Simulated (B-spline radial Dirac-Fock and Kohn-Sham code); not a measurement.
## Dipole and non-dipole photoemission parameters of Mg²⁺ 2p3/2

System: the Mg²⁺ ion in the configuration [He] 2s2 2p6; threshold 76.98 eV (orbital energy of the model). Model: Dirac-Hartree-Slater photoionisation with a Latter tail; cross sections with all multipoles, angular parameters from the dipole term and its interference with E2. Program: an atomic code on a B-spline grid.

For linearly polarised light dσ/dΩ = σ/(4π) [1 + β P₂(cos θ) + (δ + γ cos²θ) sin θ cos φ], with θ from the polarisation vector and φ the angle between the beam and the projection of the electron momentum on the plane normal to the polarisation.

```tsv
hν (eV)	σ (kb)	β	γ	δ
89.8	4030	0.997	-0.009	0.011
123	?	?	?	?
146	2050	1.411	0.051	0.012
150	1940	1.421	0.055	0.012
198	1070	1.479	0.097	0.013
200	1040	1.480	0.099	0.013
202	1020	1.481	0.100	0.013
240	670	1.487	0.132	0.014
300	379	1.473	0.178	0.016
473	108	1.372	0.287	0.023
604	52.4	1.284	0.345	0.029
679	36.8	1.238	0.373	0.033
703	33.1	1.223	0.382	0.034
1253.6	5.28	0.959	0.519	0.062
1700	1.91	0.812	0.585	0.084
2910	0.292	0.570	0.687	0.137
2984.4	0.267	0.560	0.692	0.140
3060	0.244	0.550	0.696	0.143
3070	0.241	0.549	0.697	0.144
3300	0.186	0.520	0.710	0.153
3980	0.0939	0.452	0.744	0.178
4260	0.0731	0.429	0.757	0.188
5810	0.0231	0.334	0.829	0.236
6000	0.0204	0.324	0.837	0.241
6060	0.0197	0.322	0.839	0.243
6500	0.0151	0.301	0.858	0.255
8890	0.00452	0.215	0.940	0.317
12000	0.00139	0.137	1.002	0.386
```

Question: Give the values at 123 eV.

Answer: σ = 2750 kb, β = 1.330, γ = 0.030, δ = 0.011.

Values without a named source are computed, but for edge energies of neutral atoms, which are taken from tables.
